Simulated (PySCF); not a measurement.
A database entry of computed molecular properties. Lists by class give the value and the number of equivalent atoms.

```json
{
 "formula": "C8H8Se",
 "smiles": "c1ccc2c(c1)CC[Se]2",
 "charge": 0,
 "multiplicity": 1,
 "geometry_level": "PBE0-D3(BJ)/def2-SVP",
 "atoms_angstrom": [
  ["C", 2.23, -0.691, 0.262],
  ["C", 2.439, 0.613, -0.185],
  ["C", 1.356, 1.461, -0.422],
  ["C", 0.065, 0.987, -0.202],
  ["C", -0.159, -0.32, 0.26],
  ["C", 0.932, -1.155, 0.485],
  ["C", -1.602, -0.657, 0.527],
  ["C", -2.476, 0.232, -0.349],
  ["Se", -1.549, 1.96, -0.462],
  ["H", 3.082, -1.352, 0.435],
  ["H", 3.455, 0.974, -0.362],
  ["H", 1.522, 2.477, -0.787],
  ["H", 0.768, -2.177, 0.84],
  ["H", -1.817, -1.723, 0.349],
  ["H", -1.818, -0.456, 1.593],
  ["H", -3.482, 0.391, 0.062],
  ["H", -2.565, -0.167, -1.37]
 ],
 "electronic_structure_code": "PySCF",
 "results": {
  "PBE0-D3(BJ)/def2-SVP geometry optimisation, gas phase": {
   "point_group": "C1",
   "rotational_constants_GHz": [2.473, 0.915, 0.679]
  },
  "PBE0/def2-SVPD ground state, ΔSCF and vertical TDDFT (core frozen in the response)": {
   "dipole_D": 1.6,
   "homo_eV": -5.85,
   "lumo_eV": -0.43,
   "S1_eV": 4.18,
   "strongest_line_of_10_singlets_eV": 4.78,
   "T1_tda_eV": 3.62,
   "polarisability_au": 117.9,
   "vertical_ip_eV": 7.59,
   "r2_bohr2_about_centre_of_nuclear_charge": 1572.5,
   "singlets_eV_and_f": [
    [4.18, 0.002],
    [4.44, 0.026],
    [4.78, 0.161],
    [5.5, 0.039],
    [5.67, 0.002],
    [5.83, 0.026],
    [6.0, 0.005],
    [6.21, 0.014],
    [6.25, 0.125],
    [6.33, 0.042]
   ],
   "triplets_tda_eV": [3.62, 3.8, 3.93, 4.42]
  },
  "PBE0/pcSseg-1 ground state and GIAO shieldings, non-relativistic": {
   "shift_vs_computed_TMS_C_by_class_ppm": [
    [152.1, 1],
    [145.8, 1],
    [133.0, 1],
    [130.8, 1],
    [129.7, 1],
    [129.4, 1],
    [41.1, 1],
    [36.0, 1]
   ],
   "shift_vs_computed_TMS_H_by_class_ppm": [
    [7.39, 1],
    [7.28, 1],
    [7.22, 1],
    [7.11, 1],
    [3.16, 2],
    [3.07, 2]
   ],
   "shielding_other_nuclei_by_class_ppm": [
    ["Se", 1433.6, 1]
   ],
   "charges_hirshfeld_e_by_atom": [-0.06, -0.05, -0.06, -0.04, -0.01, -0.05, -0.07, -0.08, 0.05, 0.05, 0.05, 0.05, 0.05, 0.05, 0.04, 0.05, 0.04]
  }
 }
}
```

 The vertical singlet–triplet gap S1 − T1 is 0.56 eV (TDDFT singlet less Tamm–Dancoff triplet). The principal polarisabilities are 76.0, 123.8 and 153.8 au; their mean is the isotropic value.

The calculation is non-relativistic and has no spin–orbit coupling, an omission that weighs most on selenium. Atoms bound to Se lack the heavy atom's spin–orbit term in their shielding, so their NMR values are less reliable. NMR classes are plain means over equivalent atoms (diastereotopic ones count apart unless rotation or inversion swaps them), as if these changed places fast; in this geometry the members of some classes differ.

One conformer stands for the species.
